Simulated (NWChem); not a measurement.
System: SnHSBr, singlet; SMILES [SH][Sn][Br]

The following NWChem deck was run.

```
start job
memory heap 200 mb stack 900 mb global 1100 mb
geometry units angstroms
  Sn     0.706760    -0.623558     0.000000
  Br    -0.315352     1.727747     0.000000
  S     -1.471551    -1.799817     0.000000
  H     -0.870121    -3.026117     0.000000
end
basis spherical
  * library 3-21g
end
dft
  xc b3lyp
  iterations 150
end
driver
  maxiter 120
end
task dft optimize
task dft freq
```

Output (shortened):

```
             Northwest Computational Chemistry Package (NWChem) 7.3.0
             --------------------------------------------------------

 CS  symmetry detected

                             Geometry "geometry" -> ""
                             -------------------------

 Output coordinates in angstroms (scale by  1.889725989 to convert to a.u.)

  No.       Tag          Charge          X              Y              Z
 ---- ---------------- ---------- -------------- -------------- --------------
    1 Sn                  50.0000     0.68838491    -0.62106977     0.00000000
    2 Br                  35.0000    -0.25806706     1.76169687     0.00000000
    3 S                   16.0000    -1.52640198    -1.72711818     0.00000000
    4 H                    1.0000    -0.96446664    -2.97201111     0.00000000

 Effective nuclear repulsion energy (a.u.)     631.3076643013

      Symmetry information
      --------------------

 Group name             Cs
 Group number              2
 Group order               2
 No. of unique centers     4

                                Z-matrix (autoz)
                                --------

 Units are Angstrom for bonds and degrees for angles

      Type          Name      I     J     K     L     M      Value
      ----------- --------  ----- ----- ----- ----- ----- ----------
    1 Stretch                  1     2                       2.56385
    2 Stretch                  1     3                       2.47561
    3 Stretch                  3     4                       1.36584
    4 Bend                     1     3     4                92.24315
    5 Bend                     2     1     3                94.87388
    6 Torsion                  2     1     3     4         180.00000

                           NWChem Geometry Optimization
                           ----------------------------

 maximum gradient threshold         (gmax) =   0.000450
 rms gradient threshold             (grms) =   0.000300
 maximum cartesian step threshold   (xmax) =   0.001800
 rms cartesian step threshold       (xrms) =   0.001200
 fixed trust radius                (trust) =   0.300000
 source of zmatrix                         =   autoz

          -------------------
          Energy Minimization
          -------------------

 Using diagonal initial Hessian
 Scaling for Hessian diagonals: bonds = 1.00  angles = 0.25  torsions = 0.10

          --------
          Step   0

                                 NWChem DFT Module
                                 -----------------

 Summary of "ao basis" -> "ao basis" (spherical)
 ------------------------------------------------------------------------------
       Tag                 Description            Shells   Functions and Types
 ---------------- ------------------------------  ------  ---------------------
 Sn                          3-21g                  13       31   6s5p2d
 Br                          3-21g                  10       22   5s4p1d
 S                           3-21g                   7       13   4s3p
 H                           3-21g                   2        2   2s

      Symmetry analysis of basis
      --------------------------

        a'         50
        a"         18

            General Information
            -------------------
          SCF calculation type: DFT
          Wavefunction type:  closed shell.
          No. of atoms     :     4
          No. of electrons :   102
           Alpha electrons :    51
            Beta electrons :    51
          Charge           :     0
          Spin multiplicity:     1
          Use of symmetry is: on ; symmetry adaption is: on
          Maximum number of iterations: 150
          AO basis - number of functions:    68
                     number of shells:    32
          Convergence on energy requested:  1.00D-06
          Convergence on density requested:  1.00D-05
          Convergence on gradient requested:  5.00D-04

              XC Information
              --------------
                         B3LYP Method XC Potential
                     Hartree-Fock (Exact) Exchange  0.200
                        Slater Exchange Functional  0.800 local
                    Becke 1988 Exchange Functional  0.720 non-local
              Lee-Yang-Parr Correlation Functional  0.810
                  VWN I RPA Correlation Functional  0.190 local

[...]

      ----------------------
      Optimization converged
      ----------------------

  Step       Energy      Delta E   Gmax     Grms     Xrms     Xmax
  ---- ---------------- -------- -------- -------- -------- --------
@    4   -8957.55520013 -6.0D-07  0.00017  0.00009  0.00072  0.00140
                                     ok       ok       ok       ok

                                Z-matrix (autoz)
                                --------

 Units are Angstrom for bonds and degrees for angles

      Type          Name      I     J     K     L     M      Value     Gradient
      ----------- --------  ----- ----- ----- ----- ----- ---------- ----------
    1 Stretch                  1     2                       2.61551   -0.00017
    2 Stretch                  1     3                       2.54309    0.00003
    3 Stretch                  3     4                       1.37747   -0.00013
    4 Bend                     1     3     4                97.77289    0.00004
    5 Bend                     2     1     3                95.02003   -0.00006
    6 Torsion                  2     1     3     4         180.00000    0.00000

                         Geometry "geometry" -> "geometry"
                         ---------------------------------

 Output coordinates in angstroms (scale by  1.889725989 to convert to a.u.)

  No.       Tag          Charge          X              Y              Z
 ---- ---------------- ---------- -------------- -------------- --------------
    1 Sn                  50.0000     0.74551553    -0.57844237     0.00000000
    2 Br                  35.0000    -0.26237300     1.83507476     0.00000000
    3 S                   16.0000    -1.50642081    -1.76000936     0.00000000
    4 H                    1.0000    -1.03727250    -3.05512523     0.00000000

 Effective nuclear repulsion energy (a.u.)     616.9867552653

      Symmetry information
      --------------------

 Group name             Cs
 Group number              2
 Group order               2
 No. of unique centers     4

                Final and change from initial internal coordinates
                --------------------------------------------------

                                Z-matrix (autoz)
                                --------

 Units are Angstrom for bonds and degrees for angles

      Type          Name      I     J     K     L     M      Value       Change
      ----------- --------  ----- ----- ----- ----- ----- ---------- ----------
    1 Stretch                  1     2                       2.61551    0.05166
    2 Stretch                  1     3                       2.54309    0.06749
    3 Stretch                  3     4                       1.37747    0.01163
    4 Bend                     1     3     4                97.77289    5.52974
    5 Bend                     2     1     3                95.02003    0.14615
    6 Torsion                  2     1     3     4         180.00000    0.00000

[...]

 Rotational Constants
 --------------------
 A=   0.117657 cm-1  (  0.169278 K)
 B=   0.040576 cm-1  (  0.058379 K)
 C=   0.030171 cm-1  (  0.043408 K)

 Temperature                      =   298.15K
 frequency scaling parameter      =   1.0000

 Zero-Point correction to Energy  =    5.732 kcal/mol  (  0.009134 au)
 Thermal correction to Energy     =    8.917 kcal/mol  (  0.014211 au)
 Thermal correction to Enthalpy   =    9.510 kcal/mol  (  0.015155 au)

 Total Entropy                    =   79.816 cal/mol-K
   - Translational                =   42.192 cal/mol-K (mol. weight = 230.7982)
   - Rotational                   =   28.793 cal/mol-K (symmetry #  =        1)
   - Vibrational                  =    8.831 cal/mol-K

 Cv (constant volume heat capacity) =   13.996 cal/mol-K
   - Translational                  =    2.979 cal/mol-K
   - Rotational                     =    2.979 cal/mol-K
   - Vibrational                    =    8.037 cal/mol-K

[normal modes left out]

 ----------------------------------------------------------------------------
 Normal Eigenvalue ||           Projected Infra Red Intensities
  Mode   [cm**-1]  || [atomic units] [(debye/angs)**2] [(KM/mol)] [arbitrary]
 ------ ---------- || -------------- ----------------- ---------- -----------
    1       -0.000 ||    0.000986           0.023         0.961       0.896
    2       -0.000 ||    0.001126           0.026         1.098       1.023
    3        0.000 ||    0.001965           0.045         1.916       1.786
    4        0.000 ||    0.000001           0.000         0.001       0.001
    5        0.000 ||    0.001341           0.031         1.307       1.219
    6        0.000 ||    0.000014           0.000         0.014       0.013
    7       83.549 ||    0.001996           0.046         1.946       1.814
    8      228.525 ||    0.026662           0.615        25.991      24.230
    9      305.377 ||    0.023370           0.539        22.782      21.238
   10      311.819 ||    0.034790           0.803        33.915      31.617
   11      631.601 ||    0.020546           0.474        20.030      18.672
   12     2450.435 ||    0.019247           0.444        18.763      17.491
 ----------------------------------------------------------------------------
```

Level: B3LYP/3-21G, non-relativistic. Low-valent species are run as closed-shell singlets; no triplet was tried in these runs. This build's default masses of Se (78.918 u) and Br (79.917 u) are each other's, which moves their modes by up to 0.6 %.
